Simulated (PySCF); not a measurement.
C3H3N2, doublet, at a GFN2-xTB geometry; PySCF with M062X/6-311G**.

The PySCF input:
```python
from pyscf import gto, scf, dft

mol = gto.Mole()
mol.atom = '''
    C     0.503570   -1.039400    0.081409
    N    -0.772129   -0.959071    0.120136
    C    -1.061276    0.376008    0.002550
    C     0.102104    1.082099   -0.107553
    N     1.116120    0.146190   -0.054655
    H    -2.076283    0.717943    0.006684
    H     0.297865    2.129539   -0.215189
    H     2.104092    0.330448   -0.108298
'''
mol.basis = '6-311g**'
mol.charge = 0
mol.spin = 1
mol.verbose = 3
mol.build()

mf = dft.UKS(mol)
mf.xc = 'm062x'
mf.kernel()
mf.analyze()
```

It wrote (shortened):

```
converged SCF energy = -225.489086091791  <S^2> = 0.7591527  2S+1 = 2.0091319
**** MO energy ****
                             alpha | beta                alpha | beta
MO #1   energy= -14.8164286988777  | -14.8152676280728  occ= 1 | 1
MO #2   energy= -14.7349262882994  | -14.7329507537882  occ= 1 | 1
MO #3   energy= -10.6182764863327  | -10.6065901624128  occ= 1 | 1
MO #4   energy= -10.5744828145238  | -10.5744091479029  occ= 1 | 1
MO #5   energy= -10.5604852549073  | -10.5594007260342  occ= 1 | 1
MO #6   energy= -1.15206988572116  | -1.14309874025652  occ= 1 | 1
MO #7   energy= -0.994163802596816 | -0.988337124107481 occ= 1 | 1
MO #8   energy= -0.846212797684956 | -0.832406182829146 occ= 1 | 1
MO #9   energy= -0.710252163001901 | -0.705524575121121 occ= 1 | 1
MO #10  energy= -0.688614144334973 | -0.676733414577578 occ= 1 | 1
MO #11  energy= -0.620961239363034 | -0.595312182035642 occ= 1 | 1
MO #12  energy= -0.527812345453535 | -0.520082118581838 occ= 1 | 1
MO #13  energy= -0.520544596667384 | -0.517278693533114 occ= 1 | 1
MO #14  energy= -0.501524818133713 | -0.494657813093904 occ= 1 | 1
MO #15  energy= -0.391543076771619 | -0.356999074685418 occ= 1 | 1
MO #16  energy= -0.356189642796499 | -0.355352532475518 occ= 1 | 1
MO #17  energy= -0.326825329380473 | -0.287932324656794 occ= 1 | 1
MO #18  energy= -0.299031067559985 | -0.0579061008146837 occ= 1 | 0
MO #19  energy= 0.0637473667728176 | 0.0632986955084657 occ= 0 | 0
MO #20  energy= 0.0646603315593441 | 0.0739022086811444 occ= 0 | 0
MO #21  energy= 0.105869106590713  | 0.113312010910221  occ= 0 | 0
MO #22  energy= 0.113117219016303  | 0.118557587154437  occ= 0 | 0
MO #23  energy= 0.13244781066367   | 0.132124017936208  occ= 0 | 0
MO #24  energy= 0.236996967355163  | 0.235035498816658  occ= 0 | 0
MO #25  energy= 0.265606591243421  | 0.263152975083252  occ= 0 | 0
MO #26  energy= 0.283451716878049  | 0.279706236288199  occ= 0 | 0

To work with the spin densities directly, `use mulliken_meta_spin()` only printing them here.

 ** Mulliken spin pop alpha/beta on meta-lowdin orthogonal AOs **
 ** Mulliken Spin Density (per atom)  **
spin density of  0 C =      0.91920
spin density of  1 N =      0.01931
spin density of  2 C =      0.05858
spin density of  3 C =      0.00337
spin density of  4 N =      0.00024
spin density of  5 H =     -0.00085
spin density of  6 H =      0.00077
spin density of  7 H =     -0.00062
 ** Mulliken pop alpha/beta on meta-lowdin orthogonal AOs **
 ** Mulliken atomic charges   ( Nelec_alpha | Nelec_beta ) **
charge of  0C =      0.12394  (     3.39763      2.47843 )
charge of  1N =     -0.28129  (     3.65030      3.63099 )
charge of  2C =     -0.07347  (     3.06603      3.00745 )
charge of  3C =     -0.11360  (     3.05849      3.05511 )
charge of  4N =     -0.18470  (     3.59247      3.59223 )
charge of  5H =      0.13282  (     0.43317      0.43401 )
charge of  6H =      0.13344  (     0.43366      0.43289 )
charge of  7H =      0.26287  (     0.36826      0.36888 )
Dipole moment(X, Y, Z, Debye):  2.68924,  2.54300, -0.34199
```
